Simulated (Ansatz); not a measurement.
C4H5Si (`[C]#C[SiH2]C=C`) radical, one more setting.

```yaml
crystal:
  periodic: [false, false, false]
  atoms:
    - {symbol: C, position_ang: [1.124581, -3.669902, 1.832847]}
    - {symbol: C, position_ang: [1.191301, -2.302091, 1.183005]}
    - {symbol: Si, position_ang: [1.270593, -0.244119, 0.178873]}
    - {symbol: C, position_ang: [-0.752471, 0.225458, -0.848032]}
    - {symbol: C, position_ang: [-1.670579, 1.548504, -0.435196]}
    - {symbol: H, position_ang: [1.612776, 1.037346, 1.475842]}
    - {symbol: H, position_ang: [2.664057, -0.298141, -1.046209]}
    - {symbol: H, position_ang: [-1.204233, -0.602802, -1.828335]}
    - {symbol: H, position_ang: [-1.282499, 2.412370, 0.538402]}
    - {symbol: H, position_ang: [-2.849650, 1.829375, -1.047570]}
basis:
  gaussian: {orbitals: aug-cc-pVTZ}
magnetization: {spin_polarized: true, initial_magnetization: 1}
hamiltonian: {xc: {name: SVWN5}}
accuracy: high
scf: {lower_state_search: full}
```

```sh
$ ansatz run in.yaml --threads 4 --pin off --events-out ev --progress --plain --max-ram 10444MiB
```

Shortened log:

```
Functional definition: SVWN5
5467 factors; integrals over basis functions are off by at most 8.3e-9 eV
mean field evaluation 1: about -12004.7135 eV, gradient 5.0e1 eV
mean field evaluation 2: about -12004.7099 eV, gradient 5.0e1 eV
mean field evaluation 4: about -11998.7642 eV, gradient 5.6e1 eV
mean field evaluation 8: about -12022.6114 eV, gradient 8.6e-1 eV
mean field evaluation 16: about -12022.6339 eV, gradient 7.1e-3 eV
mean field evaluation 32: about -12022.6326 eV, gradient 2.4e-2 eV
mean field evaluation 192: about -12022.6339 eV, gradient 9.0e-5 eV
mean field -12022.63391524 eV, -441.8236471512 hartree, gradient 2.8e-8 eV, S^2 0.753101; 16 other end points of the search recorded, 0 dependent functions left out
reference -12022.63392420 eV, -441.8236474804 hartree; 22, 21 occupied and 327, 328 virtual orbitals, 5467 factors
Total energy: -12022.63392420 eV, -441.8236474804 hartree
```

Run time 110 s (4 threads of an Arm Neoverse V2 on a shared host); peak host memory 4.2 GiB.
